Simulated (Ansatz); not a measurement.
Other settings, tried on the cluster TiSe2 (the lowest singlet isomer of a short search).

```yaml
crystal:
  periodic: [false, false, false]
  atoms:
    - {symbol: Ti, position_ang: [-0.869280, 1.052334, 0.042483]}
    - {symbol: Se, position_ang: [-0.458923, -1.254731, -0.257054]}
    - {symbol: Se, position_ang: [1.328203, 0.202397, 0.214571]}
basis:
  gaussian: {orbitals: def2-TZVPD}
hamiltonian: {xc: {name: PBE0}}
scf: {lower_state_search: off}
output: {forces: true}
```

```sh
$ ansatz run in.yaml --threads 4 --pin off --events-out ev --progress --plain --max-ram 3916MiB
```

Shortened log:

```
Functional definition: PBE0
1396 factors; their error is unknown
mean field evaluation 1: about -153787.1650 eV, gradient 5.2e1 eV
mean field evaluation 2: about -153757.4022 eV, gradient 1.1e2 eV
mean field evaluation 4: about -153788.8976 eV, gradient 3.9e1 eV
mean field evaluation 8: about -153792.2949 eV, gradient 4.8e-1 eV
mean field evaluation 16: about -153792.9815 eV, gradient 1.7e-2 eV
mean field evaluation 32: about -153792.9815 eV, gradient 5.9e-6 eV
mean field -153792.98152675 eV, -5651.7878264813 hartree, gradient 5.8e-6 eV, S^2 0.000000; 0 other end points of the search recorded, 0 dependent functions left out
reference -153792.98156176 eV, -5651.7878277677 hartree; 45, 45 occupied and 117, 117 virtual orbitals, 1396 factors
Total energy: -153792.98156176 eV, -5651.7878277677 hartree
Atom 0 at    -0.869280     1.052334     0.042483 Å, force     0.061390    -0.073943    -0.002942 eV/Å
Atom 1 at    -0.458923    -1.254731    -0.257054 Å, force    -0.050920     0.020208    -0.003908 eV/Å
Atom 2 at     1.328203     0.202397     0.214571 Å, force    -0.010470     0.053735     0.006851 eV/Å
Dipole moment:    -0.679188     0.822246     0.033198 e Å
Checks for a lower state left out: stability, starts, cluster_reference, orbital_swaps, neighbouring_geometries, increment
```

It took 2.6 s on 4 threads of INTEL XEON PLATINUM 8581C on a shared host.

The restricted singlet is unstable towards broken spin symmetry at other levels; at RKS PBE0/def2-TZVPD this wasn't settled.
